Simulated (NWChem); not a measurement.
System meant: C4H4OS; SMILES C#CCSC=O

The following NWChem deck was run.

```
start job
memory heap 200 mb stack 900 mb global 1100 mb
geometry units angstroms noautoz
  C      1.138344     2.626100     0.352328
  C      0.236852     1.895946     0.006384
  C     -0.830896     1.009232    -0.416619
  S     -0.861903    -0.599200     0.455631
  C      0.538923    -1.371993    -0.317766
  O      0.912657    -2.474310    -0.054357
  H      1.936000     3.275075     0.664697
  H     -0.787469     0.825380    -1.502448
  H     -1.815754     1.457436    -0.211716
  H      1.027780    -0.712196    -1.078662
end
basis spherical
  * library def2-svp
end
dft
  xc xpbe96 cpbe96
  iterations 4
  mulliken
end
task dft energy
```

End of the output:

```
    Atom       Charge   Shell Charges
 -----------   ------   -------------------------------------------------------
    1 C    6     6.14   1.97  0.63  0.36  1.89  1.24  0.05
    2 C    6     5.99   1.97  0.64  0.31  1.83  1.18  0.08
    3 C    6     6.14   1.96  0.60  0.32  1.89  1.28  0.09
    4 S   16    15.68   2.00  1.95  0.98  0.65  5.80  1.90  2.30  0.10
    5 C    6     6.10   1.96  0.65  0.35  1.81  1.12  0.21
    6 O    8     8.10   1.97  0.93  0.65  2.67  1.85  0.03
    7 H    1     0.95   0.60  0.27  0.08
    8 H    1     0.95   0.63  0.25  0.07
    9 H    1     0.94   0.62  0.25  0.07
   10 H    1     1.01   0.64  0.30  0.07

 center of mass
 --------------
 x =  -0.00742051 y =  -0.08874605 z =   0.04493848

 moments of inertia (a.u.)
 ------------------
        1066.812581194515          -0.000000000000           0.000000000000
          -0.000000000000         316.007275553047          -0.000000000000
           0.000000000000          -0.000000000000        1280.239486986067

     Multipole analysis of the density
     ---------------------------------

     L   x y z        total         alpha         beta         nuclear
     -   - - -        -----         -----         ----         -------
     0   0 0 0     -0.000000    -26.000000    -26.000000     52.000000

     1   1 0 0     -0.486991     -0.243496     -0.243496     -0.000000
     1   0 1 0      0.925668      0.462834      0.462834      0.000000
     1   0 0 1     -0.541300     -0.270650     -0.270650     -0.000000

     2   2 0 0    -29.662706    -88.398966    -88.398966    147.135225
     2   1 1 0      1.679829     -1.041391     -1.041391      3.762612
     2   1 0 1      0.916688     -1.307344     -1.307344      3.531377
     2   0 2 0    -35.416885   -284.328102   -284.328102    533.239319
     2   0 1 1      0.812063     -0.517387     -0.517387      1.846837
     2   0 0 2    -30.593133    -32.040041    -32.040041     33.486949

 ------------------------------------------------------------------------
 dft energy failed                                                                                  0
 ------------------------------------------------------------------------
 ------------------------------------------------------------------------
  current input line :
    23: task dft energy
 ------------------------------------------------------------------------
 ------------------------------------------------------------------------
 This type of error is most commonly associated with calculations not reaching convergence criteria
 ------------------------------------------------------------------------
 For more information see the NWChem manual at https://nwchemgit.github.io

0:dft energy failed:Received an Error in Communication
```

What is wrong, and how is it mended?

Convergence was not reached. Cause: the SCF was allowed too few iterations. This input runs:
```
start job
memory heap 200 mb stack 900 mb global 1100 mb
geometry units angstroms noautoz
  C      1.138344     2.626100     0.352328
  C      0.236852     1.895946     0.006384
  C     -0.830896     1.009232    -0.416619
  S     -0.861903    -0.599200     0.455631
  C      0.538923    -1.371993    -0.317766
  O      0.912657    -2.474310    -0.054357
  H      1.936000     3.275075     0.664697
  H     -0.787469     0.825380    -1.502448
  H     -1.815754     1.457436    -0.211716
  H      1.027780    -0.712196    -1.078662
end
basis spherical
  * library def2-svp
end
dft
  xc xpbe96 cpbe96
  iterations 150
  mulliken
end
task dft energy
```
It converges to -627.42076 Ha (PBE/def2-SVP).
